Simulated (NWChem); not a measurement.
All runs are NWChem calculations. System: hydrogen bromide (HBr), charge 0, spin multiplicity 1, at a geometry optimised with B3LYP/def2-SVP. Level: LDA (SVWN5)/def2-TZVP.

The NWChem input:

```
start mol
memory heap 200 mb stack 900 mb global 1100 mb
geometry units angstroms nocenter noautoz
  Br     0.000000     0.000000     0.039672
  H      0.000000     0.000000    -1.388521
  symmetry group C2v
end
basis spherical
  * library def2-tzvp
end
dft
  xc slater vwn_5
  semidirect memsize 60000000 filesize 0
  iterations 100
end
task dft energy
```

Part of the output:

```
             Northwest Computational Chemistry Package (NWChem) 7.3.0
             --------------------------------------------------------

                                NWChem Input Module
                                -------------------

 Scaling coordinates for geometry "geometry" by  1.889725989
 (inverse scale =  0.529177249)

 Turning off AUTOSYM since
 SYMMETRY directive was detected!

                             Geometry "geometry" -> ""
                             -------------------------

 Output coordinates in angstroms (scale by  1.889725989 to convert to a.u.)

  No.       Tag          Charge          X              Y              Z
 ---- ---------------- ---------- -------------- -------------- --------------
    1 Br                  35.0000     0.00000000     0.00000000     0.03967200
    2 H                    1.0000     0.00000000     0.00000000    -1.38852100

 Effective nuclear repulsion energy (a.u.)      12.9682778973

            Nuclear Dipole moment (a.u.)
            ----------------------------
        X                 Y               Z
 ---------------- ---------------- ----------------
     0.0000000000     0.0000000000    -0.0000018897

      Symmetry information
      --------------------

 Group name             C2v
 Group number             16
 Group order               4
 No. of unique centers     2

      Symmetry unique atoms

     1    2


 Summary of "ao basis" -> "" (spherical)
 ------------------------------------------------------------------------------
       Tag                 Description            Shells   Functions and Types
 ---------------- ------------------------------  ------  ---------------------
 *                         def2-tzvp                  on all atoms

                                 NWChem DFT Module
                                 -----------------

 Summary of "ao basis" -> "ao basis" (spherical)
 ------------------------------------------------------------------------------
       Tag                 Description            Shells   Functions and Types
 ---------------- ------------------------------  ------  ---------------------
 Br                        def2-tzvp                16       48   6s5p4d1f
 H                         def2-tzvp                 4        6   3s1p

 Summary of "ao basis" -> "ao basis" (spherical)
 ------------------------------------------------------------------------------
       Tag                 Description            Shells   Functions and Types
 ---------------- ------------------------------  ------  ---------------------
 Br                        def2-tzvp                16       48   6s5p4d1f
 H                         def2-tzvp                 4        6   3s1p

      Symmetry analysis of basis
      --------------------------

        a1         25
        a2          5
        b1         12
        b2         12

            General Information
            -------------------
          SCF calculation type: DFT
          Wavefunction type:  closed shell.
          No. of atoms     :     2
          No. of electrons :    36
           Alpha electrons :    18
            Beta electrons :    18
          Charge           :     0
          Spin multiplicity:     1
          Use of symmetry is: on ; symmetry adaption is: on
          Maximum number of iterations: 100
          AO basis - number of functions:    54
                     number of shells:    20
          Convergence on energy requested:  1.00D-06
          Convergence on density requested:  1.00D-05
          Convergence on gradient requested:  5.00D-04

              XC Information
              --------------
                        Slater Exchange Functional  1.000 local
                      VWN V Correlation Functional  1.000 local

             Grid Information
             ----------------
          Grid used for XC integration:  medium
          Radial quadrature: Mura-Knowles
          Angular quadrature: Lebedev.
          Tag              B.-S. Rad. Rad. Pts. Rad. Cut. Ang. Pts.
          ---              ---------- --------- --------- ---------
          Br                  1.15      112           7.0       590
          H                   0.35       45           7.0       434
          Grid pruning is: on
          Number of quadrature shells:   157
          Spatial weights used:  Erf1

          Convergence Information
          -----------------------
          Convergence aids based upon iterative change in
          total energy or number of iterations.
          Levelshifting, if invoked, occurs when the
          HOMO/LUMO gap drops below (HL_TOL):  1.00D-02
          DIIS, if invoked, will attempt to extrapolate
          using up to (NFOCK): 10 stored Fock matrices.

                    Damping( 0%)  Levelshifting(0.5)       DIIS
                  --------------- ------------------- ---------------
          dE  on:    start            ASAP                start
          dE off:    2 iters        100 iters           100 iters

      Screening Tolerance Information
      -------------------------------
          Density screening/tol_rho:  1.00D-10
          AO Gaussian exp screening on grid/accAOfunc:  14
          CD Gaussian exp screening on grid/accCDfunc:  20
          XC Gaussian exp screening on grid/accXCfunc:  20
          Schwarz screening/accCoul:  1.00D-08

      Superposition of Atomic Density Guess
      -------------------------------------

 Sum of atomic energies:       -2572.89880928

      Non-variational initial energy
      ------------------------------

 Total energy =   -2572.963785
 1-e energy   =   -3608.072257
 2-e energy   =    1022.140193
 HOMO         =      -0.402208
 LUMO         =       0.058636

      Symmetry analysis of molecular orbitals - initial
      -------------------------------------------------

 !! scf_movecs_sym_adapt:   34 vectors were symmetry contaminated

  Symmetry fudging

 !! scf_movecs_sym_adapt:   34 vectors were symmetry contaminated

  Numbering of irreducible representations:

     1 a1          2 a2          3 b1          4 b2

  Orbital symmetries:

     1 a1          2 a1          3 a1          4 b2          5 b1
     6 a1          7 a1          8 b2          9 b1         10 a1
    11 b1         12 b2         13 a1         14 a2         15 a1
    16 a1         17 b2         18 b1         19 a1         20 a1
    21 b2         22 b1         23 a1         24 b2         25 b1
    26 a1         27 a2         28 a1

------------------------------------------------------------
EAF file 0: "./mol.aoints.0" size=524288 bytes
------------------------------------------------------------
               write      read    awrite     aread      wait
               -----      ----    ------     -----      ----
     calls:        1         0         0         0         0
   data(b): 5.24e+05  0.00e+00  0.00e+00  0.00e+00
   time(s): 0.00e+00  0.00e+00  0.00e+00  0.00e+00  0.00e+00
rate(mb/s): 0.00e+00  0.00e+00
------------------------------------------------------------

 !! scf_movecs_sym_adapt:   24 vectors were symmetry contaminated

  Symmetry fudging

 !! scf_movecs_sym_adapt:   20 vectors were symmetry contaminated

   convergence    iter        energy       DeltaE   RMS-Dens  Diis-err    time
 ---------------- ----- ----------------- --------- --------- ---------  ------
 d= 0,ls=0.0,diis     1  -2571.1670941453 -2.58D+03  9.12D-03  1.28D+00     2.9

 !! scf_movecs_sym_adapt:   24 vectors were symmetry contaminated

  Symmetry fudging

 !! scf_movecs_sym_adapt:   24 vectors were symmetry contaminated

 d= 0,ls=0.0,diis     2  -2571.1745159423 -7.42D-03  7.33D-03  2.55D-01     2.9

 !! scf_movecs_sym_adapt:   24 vectors were symmetry contaminated

  Symmetry fudging

 !! scf_movecs_sym_adapt:   24 vectors were symmetry contaminated

 d= 0,ls=0.0,diis     3  -2571.1823072959 -7.79D-03  4.02D-03  1.18D-01     3.0

 !! scf_movecs_sym_adapt:   24 vectors were symmetry contaminated

  Symmetry fudging

 !! scf_movecs_sym_adapt:   24 vectors were symmetry contaminated

 d= 0,ls=0.0,diis     4  -2571.1962190086 -1.39D-02  7.47D-04  2.02D-03     3.0

 !! scf_movecs_sym_adapt:   24 vectors were symmetry contaminated

  Symmetry fudging

 !! scf_movecs_sym_adapt:   24 vectors were symmetry contaminated

 d= 0,ls=0.0,diis     5  -2571.1965479808 -3.29D-04  7.88D-05  1.57D-05     3.1

 !! scf_movecs_sym_adapt:   24 vectors were symmetry contaminated

  Symmetry fudging

 !! scf_movecs_sym_adapt:   22 vectors were symmetry contaminated

  Resetting Diis
 d= 0,ls=0.0,diis     6  -2571.1965502828 -2.30D-06  1.96D-05  3.05D-06     3.1

 !! scf_movecs_sym_adapt:   24 vectors were symmetry contaminated

  Symmetry fudging

 !! scf_movecs_sym_adapt:   24 vectors were symmetry contaminated

 d= 0,ls=0.0,diis     7  -2571.1965505630 -2.80D-07  7.30D-06  8.56D-08     3.1

         Total DFT energy =    -2571.196550562986
      One electron energy =    -3607.724318818362
           Coulomb energy =     1111.610215731351
    Exchange-Corr. energy =      -88.050725373282
 Nuclear repulsion energy =       12.968277897308

 Numeric. integr. density =       35.999995536283

     Total iterative time =      1.9s

                  Occupations of the irreducible representations
                  ----------------------------------------------

                     irrep           alpha         beta
                     --------     --------     --------
                     a1                9.0          9.0
                     a2                1.0          1.0
                     b1                4.0          4.0
                     b2                4.0          4.0

                       DFT Final Molecular Orbital Analysis
                       ------------------------------------

 Vector   16  Occ=2.000000D+00  E=-4.095887D-01  Symmetry=a1
              MO Center= -3.3D-16,  2.5D-15, -2.6D-01, r^2= 1.6D+00
   Bfn.  Coefficient  Atom+Function         Bfn.  Coefficient  Atom+Function
  ----- ------------  ---------------      ----- ------------  ---------------
    18      0.370313  1 Br pz                12     -0.297783  1 Br pz
    15      0.273430  1 Br pz                50     -0.267462  2 H  s
     6      0.249481  1 Br s                  5      0.205520  1 Br s
    21      0.165571  1 Br pz                49     -0.156802  2 H  s
     4     -0.120475  1 Br s                  3     -0.092487  1 Br s

 Vector   17  Occ=2.000000D+00  E=-2.772578D-01  Symmetry=b2
              MO Center= -5.5D-17, -3.4D-15,  5.9D-04, r^2= 1.5D+00
   Bfn.  Coefficient  Atom+Function         Bfn.  Coefficient  Atom+Function
  ----- ------------  ---------------      ----- ------------  ---------------
    17      0.503830  1 Br py                11     -0.366110  1 Br py
    14      0.341261  1 Br py                20      0.336207  1 Br py
     8      0.111816  1 Br py                38     -0.026758  1 Br d -1

 Vector   18  Occ=2.000000D+00  E=-2.772578D-01  Symmetry=b1
              MO Center= -8.7D-17,  5.3D-18,  5.9D-04, r^2= 1.5D+00
   Bfn.  Coefficient  Atom+Function         Bfn.  Coefficient  Atom+Function
  ----- ------------  ---------------      ----- ------------  ---------------
    16      0.503830  1 Br px                10     -0.366110  1 Br px
    13      0.341261  1 Br px                19      0.336207  1 Br px
     7      0.111816  1 Br px                40      0.026758  1 Br d  1

 Vector   19  Occ=0.000000D+00  E=-4.842519D-02  Symmetry=a1
              MO Center= -2.7D-16, -2.7D-16, -7.2D-01, r^2= 3.1D+00
   Bfn.  Coefficient  Atom+Function         Bfn.  Coefficient  Atom+Function
  ----- ------------  ---------------      ----- ------------  ---------------
    51      1.148555  2 H  s                  6     -0.695550  1 Br s
    21      0.679193  1 Br pz                18      0.344462  1 Br pz
    50      0.318827  2 H  s                 12     -0.213733  1 Br pz
    15      0.213746  1 Br pz                 5     -0.184579  1 Br s
    49      0.142003  2 H  s                  4      0.118001  1 Br s

 Vector   20  Occ=0.000000D+00  E= 1.359432D-01  Symmetry=a1
              MO Center= -3.4D-16, -4.3D-16, -1.0D+00, r^2= 3.4D+00
   Bfn.  Coefficient  Atom+Function         Bfn.  Coefficient  Atom+Function
  ----- ------------  ---------------      ----- ------------  ---------------
    51      1.309699  2 H  s                 50     -0.742231  2 H  s
    39     -0.428056  1 Br d  0               6     -0.237637  1 Br s
     5     -0.166349  1 Br s                 21     -0.148094  1 Br pz
    24      0.117627  1 Br d  0              49     -0.106048  2 H  s
    18      0.090431  1 Br pz                29     -0.074516  1 Br d  0

 Vector   21  Occ=0.000000D+00  E= 2.136509D-01  Symmetry=a1
              MO Center= -6.9D-15, -8.5D-15,  1.0D+00, r^2= 3.2D+00
   Bfn.  Coefficient  Atom+Function         Bfn.  Coefficient  Atom+Function
  ----- ------------  ---------------      ----- ------------  ---------------
    21      1.852214  1 Br pz                18     -1.173850  1 Br pz
    51      1.037689  2 H  s                  5     -0.375329  1 Br s
    39     -0.288511  1 Br d  0              12      0.228718  1 Br pz
     6     -0.207771  1 Br s                 50     -0.159368  2 H  s
     4      0.143029  1 Br s                 34      0.101369  1 Br d  0

 center of mass
 --------------
 x =   0.00000000 y =   0.00000000 z =   0.04135741

 moments of inertia (a.u.)
 ------------------
           7.249598731626           0.000000000000           0.000000000000
           0.000000000000           7.249598731626           0.000000000000
           0.000000000000           0.000000000000           0.000000000000

     Multipole analysis of the density
     ---------------------------------

     L   x y z        total         alpha         beta         nuclear
     -   - - -        -----         -----         ----         -------
     0   0 0 0     -0.000000    -18.000000    -18.000000     36.000000

     1   1 0 0     -0.000000     -0.000000     -0.000000      0.000000
     1   0 1 0      0.000000      0.000000      0.000000      0.000000
     1   0 0 1     -0.388684     -0.194341     -0.194341     -0.000002

     2   2 0 0    -14.884197     -7.442098     -7.442098      0.000000
     2   1 1 0      0.000000      0.000000      0.000000      0.000000
     2   1 0 1      0.000000      0.000000      0.000000      0.000000
     2   0 2 0    -14.884197     -7.442098     -7.442098      0.000000
     2   0 1 1      0.000000      0.000000      0.000000      0.000000
     2   0 0 2    -11.598224     -9.339958     -9.339958      7.081692

 Task  times  cpu:        3.1s     wall:        3.1s

 Total times  cpu:        3.2s     wall:        3.2s
```
